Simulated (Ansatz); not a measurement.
Consider the redistribution: `NB(O)[TeH]` + `CB(C)CN` → `CB(N)[TeH]` + `CB(O)CN`.

Calculated with Ansatz (gas phase, PBE0-D4/def2-TZVP geometries, no zero-point term in ΔE). CCSD(T)/CBS is the MP2 limit (def2-TZVPP, def2-QZVPP) plus CCSD(T) − MP2 in def2-TZVPP, frozen cores. Functionals use def2-TZVPP. B3LYP here is the variant with VWN-RPA as its local correlation; programs differ in this. def2 core potentials past Kr. For Te outer-core shells are correlated without core-valence functions, which leaves a few kJ/mol of doubt a bond. One conformer a species, not always the lowest.

```tsv
level	ΔE (kJ/mol)	difference from CCSD(T)/CBS
r2SCAN-D4	-35.7	3.0
ωB97X-V	-35.7	3.0
r2SCAN	-35.8	2.9
B3LYP	-35.8	2.9
MP2/def2-TZVPP	-39.8	-1.1
CCSD/def2-TZVPP	-38.2	0.5
HF/def2-QZVPP	-30.8	7.9
SCS-MP2/def2-QZVPP	-38.5	0.2
HF/CBS(def2)	-30.7	8.0
MP2/CBS(def2)	-38.7	0.0
CCSD(T)/CBS	-38.7	0
```

Largest T1 diagnostic among the species: 0.011.

In def2-TZVPP, CCSD(T) changes the Hartree–Fock value by −8.4 kJ/mol (the triples alone add −1.6 kJ/mol) and MP2 by −8.4 kJ/mol.
